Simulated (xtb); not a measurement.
4,4-difluorobuta-1,2-diene (C4H4F2), SMILES C=C=CC(F)F. All values are semi-empirical tight-binding results from xtb (GFN2-xTB unless named), good for trends rather than for accurate numbers. Coordinates come from a GFN2-xTB optimisation. Other conformers were not sampled.

Computed properties:
| Quantity | Result |
|---|---|
| point group as xtb finds it | Cs |
| orbital gap | 5.39 eV |
| dipole moment | 3.67 D |
| zero-point energy | 41.7 kcal/mol |
| G − E(el) at 298.15 K (modified RRHO) | 22.6 kcal/mol |
| static polarisability (D4 model) | 50.1 bohr³ |
| solvation energy, GFN2-xTB/ALPB(water) | -3.4 kcal/mol |
| solvation energy, GFN2-xTB/ALPB(acetonitrile) | -4.8 kcal/mol |

**Question.** Give the IR lines (harmonic; lines under 4 % of the strongest left out, lines within 3 cm⁻¹ merged). (An estimate is asked for; the answer gives what the named calculation found.)

**Answer.** ν (cm⁻¹): 397 (w), 456 (w), 839 (w), 854 (m), 994 (vs), 1005 (w), 1069 (s), 1229 (w), 1256 (w), 1320 (m), 2097 (s), 2897 (m) (against the strongest line: vs over 80 %, s over 45 %, m over 15 %, w over 4 %, vw less)
